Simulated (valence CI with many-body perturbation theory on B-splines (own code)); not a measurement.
The numbers below are computed, except where a source is named.
# Basis-set convergence for Ir⁴⁶⁺

Method: relativistic CI+MBPT: three valence electrons over a frozen Dirac-Fock core [Ar] 3d10, radial functions for each j: 9 s, 9 p, 8 d, 6 f, 3 g, 1 h, with the one-electron correlation potential Σ1 (screened to all orders), the two-electron term Σ2, the three-electron term Σ3, Breit, model QED; selected single and double excitations, second order for the rest, scaled by the run's own slope (own B-spline code, finite nucleus).

No measured spectrum was set against this ion. As an estimate, large intervals hold to a few tenths of a per cent, small ones and those within an open d or f shell to about a per cent.

The reference run has the lowest level (4s^2 4p1/2) J=1/2 and an ionisation energy of 2501.50 eV. Its largest variational space holds 8860 state functions.

Levels are named by their leading jj configuration (3d3/2^4 stands for four electrons in 3d with j = 3/2), which in mixed levels can hold well under half, so a name can repeat and another be missing. Letters in brackets count levels of one name in rising energy.

Changed runs:
A. basis 6 s, 6 p, 5 d, 3 f, 1 g
B. basis 5 s, 5 p, 4 d, 2 f

Excitation energies of the reference run in cm⁻¹, and shifts in cm⁻¹:

```tsv
Level	Reference	A	B
(4s 4p1/2^2) J=1/2	843406	-16	+12
(4s^2 4p3/2) J=3/2	979390	-39	-87
(4s 4p1/2 4p3/2) J=3/2 [a]	1708310	-191	-675
(4s 4p1/2 4p3/2) J=5/2	1780630	-64	-143
(4s 4p1/2 4p3/2) J=3/2 [b]	1882100	+26	+259
(4s 4p1/2 4p3/2) J=1/2	1901810	+33	+298
(4s^2 4d3/2) J=3/2	2364440	+161	+953
(4s^2 4d5/2) J=5/2	2542770	+25	+333
(4p1/2^2 4p3/2) J=3/2	2725810	-44	-27
(4s 4p3/2^2) J=5/2	2756580	-5.4	+234
(4s 4p3/2^2) J=1/2	2880480	+71	+526
(4s 4p3/2^2) J=3/2	2910370	+73	+556
Ionisation energy (eV)	2501.50	-0.025	-0.09
```
